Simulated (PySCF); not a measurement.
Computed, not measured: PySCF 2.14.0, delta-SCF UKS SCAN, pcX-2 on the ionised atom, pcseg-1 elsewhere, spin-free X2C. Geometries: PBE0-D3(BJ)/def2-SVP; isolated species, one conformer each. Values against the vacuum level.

(1) Rank by computed C 1s binding energy, lowest first.
A. C1 in `[CH3:1][GaH:2][CH:3]=[C:4]([CH3:5])[CH3:6]`
B. C2 in `[CH:1]#[C:2][C+:3]([CH3:4])[CH3:5]`
C. C1 in `[CH3:1][C@@H:2]1[CH2:3][CH2:4][CH2:5][GaH:6]1`
D. C2 in `[N:1]#[C:2][CH2:3][C@H:4]([SiH3:5])[GeH3:6]`

Answers

(1) A (289.55 eV), C (290.38 eV), D (292.26 eV), B (296.91 eV).

From the lowest up, the atoms are bonded to: 3 H and Ga (289.55); C and 3 H (290.38); N (triple bond) and C (292.26); C (triple bond) and C in a species of charge +1 (296.91).
